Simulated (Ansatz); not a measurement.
```yaml
crystal:
  periodic: [false, false, false]
  atoms:
    - {symbol: Nb, position_ang: [-0.316551, 0.027529, -0.794638]}
    - {symbol: O, position_ang: [1.239094, -0.545606, -1.186252]}
    - {symbol: O, position_ang: [1.239094, -0.595606, -1.186252]}
    - {symbol: O, position_ang: [-0.708988, -0.392888, 1.067323]}
basis:
  gaussian: {orbitals: def2-SVP}
total_charge: -1
hamiltonian: {xc: {name: PBEsol}}
accuracy: high
scf: {omitted_lower_state_checks: [starts]}
output: {forces: true}
```

```sh
$ ansatz run in.yaml --threads 4 --pin off --events-out ev --progress --plain --max-ram 3916MiB
```

Output, abridged:

```
Functional definition: PBEsol
1334 factors; integrals over basis functions are off by at most 3.0e-9 eV
mean field evaluation 1: about 6819.3295 eV, gradient 2.3e2 eV
mean field evaluation 2: about 8202.4261 eV, gradient 6.8e2 eV
mean field evaluation 4: about 6988.1967 eV, gradient 2.6e2 eV
mean field evaluation 8: about 6699.8364 eV, gradient 1.9e0 eV
mean field evaluation 16: about 6699.7535 eV, gradient 1.2e-6 eV
mean field 6699.75348108 eV, 246.2113991737 hartree, gradient 5.5e-8 eV, S^2 0.000000; 0 other end points of the search recorded, 0 dependent functions left out
reference 6699.75347842 eV, 246.2113990759 hartree; 19, 19 occupied and 54, 54 virtual orbitals, 1334 factors
Total energy: 6699.75347842 eV, 246.2113990759 hartree
Atom 0 at    -0.316551     0.027529    -0.794638 Å, force   -10.522601     6.141362     6.216129 eV/Å
Atom 1 at     1.239094    -0.545606    -1.186252 Å, force   -73.864030 356011.523667    -1.706961 eV/Å
Atom 2 at     1.239094    -0.595606    -1.186252 Å, force    82.789633 -356017.856337     0.186859 eV/Å
Atom 3 at    -0.708988    -0.392888     1.067323 Å, force     1.596998     0.191308    -4.696027 eV/Å
Dipole moment:     0.396832    -0.150471    -0.537085 e Å
Checks for a lower state left out: starts
```

Task: What is wrong with this run?

Result: One atom was put on top of another. Self-consistency was reached. The result belongs to that input, not to the species as meant. The highest occupied level of an anion often lies above zero with these methods, and sets without diffuse functions describe the outer electron poorly. The restricted singlet is unstable towards broken spin symmetry at other levels; at RKS PBEsol/def2-SVP this wasn't settled.
